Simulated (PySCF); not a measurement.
SbHBr₂, SMILES [Br][SbH][Br].

Coordinates come from a PBE0-D3(BJ)/def2-SVP optimisation. The structure was generated by enumeration; whether it is a known compound was not checked. The def2 effective core potentials stand for the cores of Sb; spin–orbit coupling is left out.

Calculation: PBE/def2-TZVPD (PySCF).

| Quantity | Result |
|---|---|
| total energy | -5388.47025 hartree |
| point group | Cs |
| highest occupied level | -6.68 eV |
| lowest empty level | -3.04 eV |
| orbital gap | 3.65 eV |
| dipole moment | 2.36 D |
| quadrupole, principal values (traceless, Buckingham form, about the centre of nuclear charge) | -4.52, -0.36, 4.87 D·Å |
| mean static polarisability | 92.3 bohr³ (13.68 Å³) |
| polarisability, principal values | 72.2, 87.8, 116.9 bohr³ |
